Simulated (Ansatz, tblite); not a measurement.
Spin states of the cluster Sb₃, each relaxed with r2SCAN-D4/def2-SVP in Ansatz. Electronic energies in the gas phase.

In the def2 sets Sb takes a core potential; there is no spin–orbit coupling. The xTB rows come from tblite. Correlated methods freeze 12 core orbitals; core or outer-core shells of Sb are correlated, in sets that lack core-valence functions. The structure comes from a short search, and lower isomers may exist.

Doublet geometry (C2v within 0.1 Å):

Cartesian coordinates in Å:
```
Sb -0.3149 0.5155 1.5196
Sb 1.1665 -0.9777 -0.2025
Sb -0.8517 0.4623 -1.3171
```

Quartet geometry (D3h within 0.1 Å):

```xyz
3

Sb    1.422    0.872    0.115
Sb   -0.967    0.153   -1.356
Sb   -0.455   -1.025    1.240
```

⟨S²⟩: doublet 0.91 at PBE0-D4/def2-TZVP (pure 0.75), quartet 3.76 at PBE0-D4/def2-TZVP (pure 3.75).

Run but left out: HF/STO-3G, HF/def2-SVP, HF/def2-TZVP, B2PLYP/def2-TZVP, MP2/def2-SVP, MP2/def2-TZVP, CCSD/def2-SVP, CCSD(T)/def2-SVP (doublet: ⟨S²⟩ 1.07 to 1.49, where a pure state has 0.75).

Only these spin states were relaxed.

(1) Estimate which spin state lies lowest at each of these levels, and by how much: GFN1-xTB; GFN2-xTB; PBE-D4/def2-TZVP; revPBE-D4/def2-TZVP; r2SCAN-D4/def2-TZVP; PBE0-D4/def2-TZVP; BHLYP-D4/def2-TZVP; ωB97X-V/def2-TZVP; RPA@PBE/def2-TZVP.

Results:

(1) 
```tsv
level	quartet − doublet (kJ/mol)	lowest of these	remarks
GFN1-xTB	176.2	doublet	–
GFN2-xTB	119.8	doublet	–
PBE-D4/def2-TZVP	140.7	doublet	–
revPBE-D4/def2-TZVP	132.0	doublet	–
r2SCAN-D4/def2-TZVP	125.6	doublet	spin-contaminated (⟨S²⟩ 0.91) (doublet)
PBE0-D4/def2-TZVP	124.1	doublet	spin-contaminated (⟨S²⟩ 0.91) (doublet)
BHLYP-D4/def2-TZVP	112.4	doublet	spin-contaminated (⟨S²⟩ 1.00) (doublet)
ωB97X-V/def2-TZVP	123.0	doublet	spin-contaminated (⟨S²⟩ 1.00) (doublet)
RPA@PBE/def2-TZVP	131.5	doublet	–
```

Change of the quartet − doublet gap on mixing in exact exchange, in kJ/mol: PBE to PBE0 (25 % exact exchange) -16.6. The xTB methods have no spin-polarisation term.
